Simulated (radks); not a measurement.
Problem. Coherent X-ray form factor from a spherical all-electron density. Method: Dirac Kohn-Sham, PBE, spin-unpolarised, spherical densities, point nucleus; computed with a radial shooting solver on a logarithmic mesh with Libxc functionals.

sin(theta)/lambda (1/angstrom),f0 (electrons)
0.05,20.924
0.1,20.701
0.15,20.336
0.2,19.842
0.25,19.236
0.3,18.535
0.4,16.933
0.5,15.204
0.6,13.495
0.8,10.543
1,8.463
1.25,6.905
1.5,5.997
2,4.714

The species is in the configuration that NIST lists as its ground one. Which atom or ion scatters so?

Solution. The arsenic ion As12+, [Ar] 3d3. Extrapolating in s^2 from the first two rows gives f0(0) = 21.0, near the electron count 21; among species with that count, the fall with angle is slower the higher Z, and the table is that of Z = 33; from so few rows the species is fixed only to a neighbour or two.
